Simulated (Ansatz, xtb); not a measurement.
Two structures of Cl3OTa

We compare a, a triplet given by its coordinates, with b, a triplet given by its coordinates. Both are isolated molecules in the gas phase, relaxed with PBE0-D4/def2-SVP.

a (Å):

```yaml
atoms:
  - { symbol: Cl, position_ang: [2.0288, -0.8857, 0.2696] }
  - { symbol: Cl, position_ang: [-1.8999, -0.7738, -1.4380] }
  - { symbol: Cl, position_ang: [0.5710, 2.0573, -1.1505] }
  - { symbol: O, position_ang: [-0.3570, -0.6039, 1.4264] }
  - { symbol: Ta, position_ang: [-0.0409, -0.0112, -0.3384] }
```

Close contacts (Å): Cl1–Ta5 2.33, Cl2–Ta5 2.29, Cl3–Ta5 2.30, O4–Ta5 1.89.

b (Å):

```json
{"atom": "Cl", "x (Å)": "-1.5026", "y (Å)": "-0.2668", "z (Å)": "1.5198"}
{"atom": "Cl", "x (Å)": "-1.7057", "y (Å)": "-0.8690", "z (Å)": "-1.0153"}
{"atom": "Cl", "x (Å)": "1.3256", "y (Å)": "2.1188", "z (Å)": "-0.6199"}
{"atom": "O", "x (Å)": "1.5478", "y (Å)": "-1.1427", "z (Å)": "0.1363"}
{"atom": "Ta", "x (Å)": "0.3848", "y (Å)": "0.0860", "z (Å)": "-0.0624"}
```

Close contacts (Å): Cl1–Cl2 2.61, Cl1–Ta5 2.49, Cl2–Ta5 2.49, Cl3–Ta5 2.31, O4–Ta5 1.70.

Problem. Estimate which is lower in electronic energy at CCSD(T)/def2-SVP + ΔMP2/def2-TZVPP, and by roughly how much.

Solution. The CCSD(T)/def2-SVP + ΔMP2/def2-TZVPP calculation puts structure b lower, by 7.2 kcal/mol.

The same difference at several levels:

| level | geometry | E(b) − E(a) (kcal/mol) | departure from the last row (kcal/mol) | job, with rough time for the two |
| --- | --- | --- | --- | --- |
| PBE0-D4/def2-SVP | PBE0-D4/def2-SVP | −6.5 | +0.7 | optimisation, 2.9 min |
| HF/def2-SVP | PBE0-D4/def2-SVP | +18.1 | +25.3 | part of the CCSD(T) run |
| MP2/def2-SVP | PBE0-D4/def2-SVP | −24.7 | −17.5 | part of the CCSD(T) run |
| CCSD(T)/def2-SVP | PBE0-D4/def2-SVP | −8.6 | −1.4 | single point |
| CCSD(T)/def2-SVP + ΔMP2/def2-TZVPP | PBE0-D4/def2-SVP | −7.2 |  | single point, 3.1 min |

HF/def2-SVP puts the two in the other order. The largest departure from CCSD(T)/def2-SVP + ΔMP2/def2-TZVPP is that of HF/def2-SVP, 25.3 kcal/mol. Levels run at GFN2-xTB geometries aren't shown. The last row adds to CCSD(T) the change of the MP2 difference between the two basis sets, here +1.4 kcal/mol.

With harmonic frequencies from PBE0-D4/def2-SVP (ideal gas, rigid rotor, one conformer each, 298.15 K, 1 atm): on the last row, ΔE + ΔZPE = −6.6, ΔH = −6.8, ΔG = −6.4 kcal/mol.

Open shells are spin-unrestricted. The correlated steps freeze 16 core orbitals. Atoms past krypton carry core potentials in the def2 sets and no spin–orbit term is included. Mirror images aren't counted in ΔG. Run with Ansatz 0.2.0; the last row on 2 threads of Intel(R) Xeon(R) Platinum 8259CL CPU @ 2.50GHz (Skylake/Cascade Lake) on a shared host.
